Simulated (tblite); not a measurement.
C₇H₁₀Si.
Geometry (GFN2-xTB, Å), atoms numbered from 1 in this order:
```
atom  x, y, z in Å
C1     0.634    1.961   -1.776
C2     0.635    1.149   -0.895
C3     0.631    0.162    0.168
C4     1.598    0.590    1.280
C5     1.053   -1.108   -0.391
C6     1.396   -2.156   -0.857
Si7   -1.173   -0.019    0.848
C8    -2.309   -0.547   -0.569
H9     0.645    2.672   -2.546
H10    2.610    0.690    0.889
H11    1.290    1.547    1.697
H12    1.605   -0.152    2.076
H13    1.709   -3.071   -1.264
H14   -1.136   -1.031    1.912
H15   -1.566    1.286    1.395
H16   -2.308    0.190   -1.367
H17   -1.991   -1.494   -0.995
H18   -3.331   -0.663   -0.223
```

Calculated harmonic vibrations of the isolated species, GFN2-xTB (tblite), most abundant isotopes, no scaling. Against measured fundamentals such values can be off by several per cent, at times by over 20. Modes of hydrogen on silicon can be 10 to 20 % off. One conformer, not necessarily the lowest.

Harmonic wavenumbers (cm⁻¹): 48.4, 95.3, 104.9, 111.3, 128.4, 174.9, 191.9, 210.4, 256.0, 328.9, 406.7, 410.4, 463.2, 478.3, 558.5, 581.3, 632.9, 652.9, 653.0, 674.0, 684.8, 760.6, 779.3, 827.1, 841.7, 886.4, 958.2, 1101.2, 1123.9, 1179.5, 1369.3, 1406.0, 1478.2, 1480.3, 1492.7, 1500.2, 2221.2, 2230.2, 2272.9, 2280.8, 3012.0, 3028.1, 3033.0, 3039.0, 3040.3, 3049.8, 3393.4, 3393.8.

A = 1763, B = 1458, C = 1280 MHz; mass 122.055 u (most abundant isotopes); point group Cs, symmetry number 1.

Zero-point energy?

½Σν̃ = 29513 cm⁻¹ = 353.05 kJ/mol.

Entropy at 400 K, 1 bar (ideal gas, RRHO, classical rotation)?

Translation 174.88, rotation 124.88, vibration 195.98: S = 495.7 J/(mol K).

And Cp and H(400 K) − H(0)?

Cp = 218.96 J/(mol K), of which vibrations give 185.70 (their classical limit is 48 R = 399.1); H(400 K) − H(0) = 53.83 kJ/mol without the zero-point energy, 40.53 from vibrations.

What must be added to the electronic energy to get the Gibbs energy at 400 K and 1 bar?

ZPE + [H(400 K) − H(0)] − T·S = 353.05 + 53.83 − 198.29 = 208.59 kJ/mol.

Which modes carry the vibrational entropy at 400 K?

48.4 cm⁻¹: 22.86; 95.3 cm⁻¹: 17.26; 104.9 cm⁻¹: 16.47; 111.3 cm⁻¹: 15.98; 128.4 cm⁻¹: 14.81; 174.9 cm⁻¹: 12.30 J/(mol K); the other 42 give 96.30 together.

Hindered rotation and anharmonicity are outside this model. Other conformers, if any are populated, would add a mixing term that is left out.
